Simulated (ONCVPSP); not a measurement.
**Building the ONCV potential for Mn (PBEsol, scalar-relativistic).**

- Element: Mn (Z = 25)
- Generator: ONCVPSP 4.0.1
- Type: optimised norm-conserving Vanderbilt (ONCV)
- Functional: PBEsol
- Relativity: scalar-relativistic
- Frozen core: [Ne]
- Valence charge: 15
- Reference configuration: 3s2 3p6 3d5 4s1 (charge +1)
- Partial waves: 3s+4s: rc 1.15 bohr, ncon 4, nbas 9, qcut 9.7 1/bohr, 2 projectors; 3p: rc 0.80 bohr, ncon 4, nbas 7, qcut 12 1/bohr, 3 projectors, debl 2 Ha; 3d: rc 1.95 bohr, ncon 5, nbas 10, qcut 9.8 1/bohr, 2 projectors, debl 1.9 Ha
- Local potential: polynomial inside 0.70 bohr (lpopt 5, dvloc0 0 Ha)
- Core correction: none

In the p channel the program set the typed energies aside and used -2.305, 0.250, 2.250 Ha.

All-electron outer shells of the reference configuration (PBEsol, scalar-relativistic, ld1.x):

| shell | level (eV) | outermost node (bohr) | outermost maximum (bohr) |
| --- | --- | --- | --- |
| 2p | -637.89 | – | 0.19 |
| 3s | -93.87 | 0.34 | 0.74 |
| 3p | -62.72 | 0.31 | 0.75 |
| 3d | -14.93 | – | 0.76 |
| 4s | -11.88 | 1.05 | 2.38 |

Estimate the cutoffs (Ha) at which the residual kinetic energy of the hardest occupied pseudo-wave falls to 1 and 0.1 mHa per electron.

59 Ha and 78 Ha.

Does the potential have ghost states?

Ghosts flagged at negative energy: p at -438.2 eV; GHOST(+) flagged for s at 355.5 eV. A true bound ghost makes a file unfit for plane-wave use.

Which valence shell sets the plane-wave cutoff?

3p: 59 Ha for 1 mHa per electron, against 36 Ha for 3s.

Tests: 3s2 3p6 3d5 4s2; 3s2 3p6 3d5 4s0; 3s2 3p6 3d4 4s0; 3s2 3p6 3d5 4s1 4p1. Which has the largest error in its energy relative to the reference configuration, and how large is it?

3s2 3p6 3d4 4s0, with +72 meV (all-electron minus pseudo) on +47.99 eV.
